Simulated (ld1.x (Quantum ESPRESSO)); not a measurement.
# Before and after: TM potential for Ga

* Element: Ga (Z = 31)
* Generator: ld1.x (Quantum ESPRESSO) 7.5
* Type: norm-conserving Troullier–Martins (Kleinman–Bylander form)
* Functional: PBE
* Relativity: scalar-relativistic
* Frozen core: [Ar] 3d10
* Valence charge: 3
* Reference configuration: 4s2 4p1
* Partial waves: 4s (bound): rc 1.40 bohr; 4p (bound): rc 1.65 bohr; 4d channel at -0.05 Ry: rc 1.80 bohr
* Local potential: all-electron potential smoothed inside 1.50 bohr (lloc = -1)
* Core correction: none

All-electron outer shells of the reference configuration (PBE, scalar-relativistic, ld1.x):

```
shell  level (eV)  outermost node (bohr)  outermost maximum (bohr)
   3p      -98.86                   0.24                      0.56
   3d      -19.15                      –                      0.53
   4s       -8.95                   0.81                      1.90
   4p       -2.58                   0.87                      2.53
```

Change: all radii scaled by about 0.72 (s 1.00, p 1.18, d 1.30 bohr); local potential all-electron potential smoothed inside 1.08 bohr (lloc = -1).

Cutoffs: the cutoffs (Ry, on a coarse ladder) from which the occupation-weighted sum of valence levels, in a spherical-Bessel basis at the reference potential, stays within 10 and 1 mRy of its value at 400 Ry; they do not see the model core or the augmentation charge, which bear on the density cutoff. Errors are all-electron minus pseudo energies relative to the spin-unpolarised reference configuration.

How do hardness, ghosts and transferability respond?

The bound ghosts move from d to p, s; of the 7 tests that both files solve, the error grows in 5 and shrinks in 1 by more than 15 % and 0.3 meV (median size 13.1 → 31.0 meV).

```tsv
quantity	base	changed
cutoff, loose	35 Ry	over 300 Ry
cutoff, tight	80 Ry	over 300 Ry
loose cutoff by channel (10 mRy a level)	s 30 Ry, p 6 Ry	s 300 Ry, p 200 Ry
bound ghosts	d	s, p
error for 4s2 4p0, meV [ΔE 5.69 eV]	+13	+19
error for 4s1 4p0, meV [ΔE 26.82 eV]	+85	+42
error for 4s2 4p0.5, meV [ΔE 2.03 eV]	+2.2	+2.8
error for 4s0 4p3, meV [ΔE 13.37 eV]	+99	+314
error for 4s2 4p1.3, meV [ΔE -0.53 eV]	+0.5	+0.6
error for 4s1 4p1, meV [ΔE 13.06 eV]	+12	+31
error for 4s1 4p2, meV [ΔE 6.54 eV]	+19	+47
```

 A true bound ghost makes a file unfit for plane-wave use even where its test errors are small: the radial tests pick states by their node count and pass the ghost by.
